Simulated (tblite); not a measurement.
Species: C6H6F2.
Numbering: `[CH2:1]=[CH:2][C:3]([F:4])([F:5])[C:6]#[C:7][CH3:8]` (hydrogens: H9, H10 on C1; H11 on C2; H12, H13, H14 on C8)

The geometry is computed with GFN2-xTB (gas phase).

**Question.** What internal coordinates does the optimisation give?

**Answer.** 
```
                  bond  length (bohr)   order
                 C1=C2          2.491  double
                 C2–C3          2.848  single
          C3–F4, C3–F5          2.592  single
                 C3–C6          2.754  single
                 C6≡C7          2.266  triple
                 C7–C8          2.723  single
                 C1–H9          2.036  single
                C1–H10          2.033  single
                C2–H11          2.041  single
C8–H12, C8–H13, C8–H14          2.058  single
```

Bonds in one row agree within 0.02 bohr and their mean is given. Orders are formal, as drawn. A selection of angles:
```
   angle  degrees
C1–C2–C3    123.5
C2–C3–F4    111.5
C2–C3–F5    109.6
C2–C3–C6    110.9
F4–C3–F5    104.6
F4–C3–C6    110.2
C3–C6–C7    178.1
C6–C7–C8    179.1
```

Torsions: C1–C2–C3–F4 -15° (synperiplanar). The mirror-image conformer, all signs reversed, is as good.

Of the pairs four or more bonds apart, F4···H9 is among the closest relative to their van der Waals radii: 2.45 Å, 92 % of the sum of Bondi's values. The C–C distances run from 1.199 Å (C6≡C7, drawn triple) to 1.507 Å (C2–C3, drawn single), a spread of 0.308 Å.

Point group: C1 (no symmetry element, even within 0.4 Å). GFN2-xTB frequencies show an imaginary mode (22i cm⁻¹), so the point is no minimum at that level. 2 starts were optimised and ended at 0.00 and 0.03 kcal/mol (GFN2-xTB); the lowest of these is shown.
